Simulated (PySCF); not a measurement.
Excitation energy of Re⁺ by level of theory

Re⁺ [Xe] 4f14 5d5 6s1 (7S) → Re⁺ [Xe] 4f14 5d5 6p1 (7P), as a difference of total energies. All numbers are calculated (PySCF 2.14, scalar relativity through the core potential, in aug-cc-pVDZ-PP with ECP60MDF (5s5p4d2f, 54 functions)). Correlated levels: valence: 5s2 5p6 frozen. The calculations carry no spin-orbit coupling.

```tsv
method	excitation energy (cm⁻¹)
UHF	45596
LDA	48776
PBE	48018
PBE0	47847
r2SCAN	49811
wB97X	46108
B97-3	47368
wB97X-V	46498
revPBE	47926
MP2 (valence)	47167
SCS-MP2 (valence)	46120
```
